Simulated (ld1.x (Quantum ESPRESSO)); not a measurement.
Configuration tests for Ti (Z = 22) (TM)

```
Element                 : Ti
Generator               : ld1.x (Quantum ESPRESSO) 7.5
Type                    : norm-conserving Troullier–Martins (Kleinman–Bylander form)
Functional              : PBEsol
Relativity              : scalar-relativistic
Frozen core             : [Ne]
Valence charge          : 12
Reference configuration : 3s2 3p6 3d2 4s1.5 4p0.5
Partial waves           : 3s (bound): rc 1.60 bohr; 3p (bound): rc 1.40 bohr; 3d (bound): rc 1.65 bohr
Local potential         : the d channel
Core correction         : none
```

Occupied shells without a wave of their own: 4p, 4s. They enter only through the test configuration that unscreens the potential.

Energies are relative to the spin-unpolarised reference configuration 3s2 3p6 3d2 4s1.5 4p0.5; without spin polarisation the order of configurations can differ from experiment.

```
valence configuration  charge  ΔE all-electron (eV)  error AE − PS (meV)
  3s2 3p6 3d2 4s2 4p0       0                -1.530                 +198
  3s2 3p6 3d2 4s1 4p0      +1                 5.829                 -204
  3s2 3p6 3d2 4s0 4p0      +2                19.299                 -981
  3s1 3p6 3d2 4s2 4p0      +1                67.943                 +695
  3s2 3p6 3d2 4s0 4p1      +1                 9.608                 -857
  3s2 3p6 3d3 4s0 4p0      +1                 5.831                 -463
  3s2 3p6 3d2 4s1 4p1       0                 1.562                 -222
```

Levels in the configuration 3s1 3p6 3d2 4s2 4p0:

| level | all-electron (eV) | pseudo (eV) |
| --- | --- | --- |
| 3s | -77.076 | -76.140 |
| 3p | -53.062 | -52.088 |
| 3d | -17.166 | -16.267 |
| 4s | -12.157 | -12.799 |

The 4p, 4s levels have no wave, so the channel is fitted at the deeper level alone: the likely source of the large errors.

The potential misses its own reference levels by up to 0.4 eV.
